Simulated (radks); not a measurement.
Values are calculated unless marked as measured or tabulated.
Question: Ionisation of the iodine ion I+, [Kr] 4d10 5s2 5p4, to [Kr] 4d10 5s2 5p3 as the strength of local exchange is varied. Level of theory: Dirac Kohn-Sham, Slater X-alpha exchange (alpha = 2/3 is LDA exchange), no correlation, spin-unpolarised, spherical densities, finite nucleus; open shells fill j = l - 1/2 first; Fermi nuclear charge, rms radius 4.75 fm (a radial shooting solver on a logarithmic mesh with Libxc functionals).

| alpha | E(I+) (hartree) | exchange (hartree) | IE (eV) | -e of the level emptied (eV) | <r> of it (bohr) |
|---|---|---|---|---|---|
| 0.612 | -7093.61417 | -156.07340 | 17.632 | 13.234 (5p3/2) | 2.407 |
| 0.666 | -7107.39803 | -170.15734 | 18.258 | 13.818 (5p3/2) | 2.379 |
| 0.667 | -7107.65353 | -170.41863 | 18.269 | 13.829 (5p3/2) | 2.379 |
| 0.689 | -7113.27664 | -176.17142 | 18.527 | 14.070 (5p3/2) | 2.368 |
| 0.892 | -7165.36104 | -229.64985 | 20.988 | 16.385 (5p3/2) | 2.271 |
| 0.968 | -7184.95269 | -249.85495 | 21.946 | 17.292 (5p3/2) | 2.238 |
| 0.983 | -7188.82539 | -253.85461 | 22.138 | 17.474 (5p3/2) | 2.232 |
| x | -7099.48197 | -162.06593 | 17.897 | 13.482 (5p3/2) | 2.395 |

Which alpha was used in the last row?

Answer: alpha = 0.635. NIST Atomic Spectra Database: 19.131 eV (measured). The Delta-SCF value meets it near alpha = 0.74. Spin polarisation and multiplet splitting are left out, so open shells lie too high by an amount that depends on their filling.

Beside tabulated values, note that spin-unpolarised runs miss the spin-polarisation part of the exchange energy of open shells.
